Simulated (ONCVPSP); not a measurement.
## Transferability test, ONCV potential for fluorine

| Property | Result |
| --- | --- |
| Element | F (Z = 9) |
| Generator | ONCVPSP 4.0.1 |
| Type | optimised norm-conserving Vanderbilt (ONCV) |
| Functional | PBE |
| Relativity | fully relativistic |
| Frozen core | [He] |
| Valence charge | 7 |
| Reference configuration | 2s1.75 2p5.25 |
| Partial waves | 2s: rc 0.55 bohr, ncon 4, nbas 7, qcut 11.1 1/bohr, 2 projectors, debl 0.9 Ha; 2p: rc 1.50 bohr, ncon 4, nbas 7, qcut 9.5 1/bohr, 2 projectors, debl 2.6 Ha; d scattering state at 0.36 Ha: rc 1.65 bohr, ncon 4, nbas 8, qcut 6.1 1/bohr, 2 projectors, debl 3.5 Ha |
| Local potential | polynomial inside 0.50 bohr (lpopt 5, dvloc0 -1 Ha) |
| Core correction | Teter function fitted to the true core (icmod 2), fcfact 0.2 |

Open shells are filled in proportion to 2j + 1.

In the s channel the program set the typed energies aside and used -1.103, 0.250 Ha.

Energies are relative to the spin-unpolarised reference configuration 2s1.75 2p5.25; without spin polarisation the order of configurations can differ from experiment.

Question: Give the all-electron excitation energy and the error of the potential for: 2s2 2p5; 2s2 2p4; 2s2 2p3; 2s2 2p1.

Answer:

| valence configuration | charge | ΔE all-electron (eV) | error AE − PS (meV) |
| --- | --- | --- | --- |
| 2s2 2p5 | 0 | -4.699 | +0.6 |
| 2s2 2p4 | +1 | 14.692 | +69 |
| 2s2 2p3 | +2 | 53.076 | +395 |
| 2s2 2p1 | +4 | 199.515 | +3401 |

Levels in the configuration 2s2 2p3:

| level | all-electron (eV) | pseudo (eV) |
| --- | --- | --- |
| 2s j=1/2 | -67.990 | -67.825 |
| 2p j=3/2 | -48.972 | -48.417 |
| 2p j=1/2 | -49.059 | -48.500 |

Note: ghosts flagged at negative energy: s at -494.1 eV, d5/2 at -227.3 eV, d3/2 at -203.0 eV; GHOST(+) flags only above 600 eV. A true bound ghost makes a file unfit for plane-wave use.
